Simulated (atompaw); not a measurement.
**Building the PAW (atompaw) potential for boron (PBE, scalar-relativistic).**

B, PAW, made with atompaw 4.2.0.5 (PBE, scalar-relativistic). Core [He], reference 2s2 2p1. Waves: 2s (bound): rc 2.80 bohr; 2s channel at 2.65 Ry: rc 1.25 bohr; 2p (bound): rc 2.80 bohr; 2p channel at 0.35 Ry: rc 2.80 bohr; 3d channel at 0.25 Ry: rc 2.80 bohr; 3d channel at 2.15 Ry: rc 2.80 bohr. Local part: troulliermartins scheme with l = 3 at 1 Ry, radius 1.90 bohr. Core correction: smooth core density matched at 1.45 bohr. Augmentation charge: besselshape compensation charge, radius 2.75 bohr; PAW radius 2.80 bohr; waves and projectors: custom rrkj gramschmidtortho.

**Question.** Estimate the cutoffs (Ry, on a coarse ladder) from which the occupation-weighted sum of valence levels, in a spherical-Bessel basis at the reference potential, stays within 10 and 1 mRy of its value at 400 Ry.

**Answer.** 6 Ry and 10 Ry.

**Question.** Does the potential have ghost states?

**Answer.** No extra level below or beside the all-electron valence levels (s, p, d, f tested).

**Question.** Is the overlap operator S = 1 + Σ q|β⟩⟨β| positive definite (Bessel basis up to 400 Ry)?

**Answer.** Yes: its lowest eigenvalue is 0.66 (s channel).
